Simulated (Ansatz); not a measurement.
Basis sets compared for Al4As4H14, a cluster cut from wurtzite AlAs (hydrogen-capped). Total charge 0; singlet. Geometry r2SCAN-D4/def2-SVP. Ansatz on 2 threads of AMD EPYC 7R13 on a shared host and a share (18 GiB) of an NVIDIA H100 80GB HBM3; times are rough, and most runs start from earlier orbitals.

```xyz
22

Al    1.176   -0.711    2.466
As    1.191    1.648    1.426
Al    1.117   -2.105   -1.516
As   -0.095   -1.855    0.651
As    1.124    0.385   -2.183
Al    0.110    2.156   -0.758
Al   -2.501   -1.224    0.467
As   -2.151    1.187   -0.375
H     2.713   -1.126    2.478
H     0.303   -0.531    3.786
H     2.591    2.201    1.307
H     0.651    2.685    2.380
H     2.659   -2.439   -1.305
H     0.212   -2.790   -2.633
H    -0.168   -3.282    1.151
H     2.518    0.879   -2.485
H     0.536    0.603   -3.556
H     0.186    3.652   -1.282
H    -3.180   -1.029    1.894
H    -3.219   -1.947   -0.757
H    -2.865    2.194    0.493
H    -2.911    1.451   -1.651
```

Single mean-field runs in def2-TZVP are fitted with def2-universal-jkfit.

Binding counts from free atoms (Al doublet, As quartet, H doublet) in the same basis, without a counterpoise term.

| level | functions | energy (Eh) | HOMO (eV) | LUMO (eV) | binding per atom (eV) | wall time |
| --- | --- | --- | --- | --- | --- | --- |
| PBE-D4/def2-SVP | 270 | -9918.4531 | -6.26 | -1.98 | 2.63 | 3.4 s |
| PBE0-D4/def2-SVP | 270 | -9918.8393 | -7.35 | -1.25 | 2.62 | 4.2 s |

(1) Estimate the rows for PBE-D4/def2-TZVP, PBE0-D4/def2-TZVP (with forces).

## Answers

(1) 
```
                          level  functions  energy (Eh)  HOMO (eV)  LUMO (eV)  binding per atom (eV)  wall time
               PBE-D4/def2-TZVP        424   -9919.9042      -6.30      -2.10                   2.62      3.4 s
PBE0-D4/def2-TZVP (with forces)        424   -9920.2802      -7.36      -1.35                   2.61        6 s
```
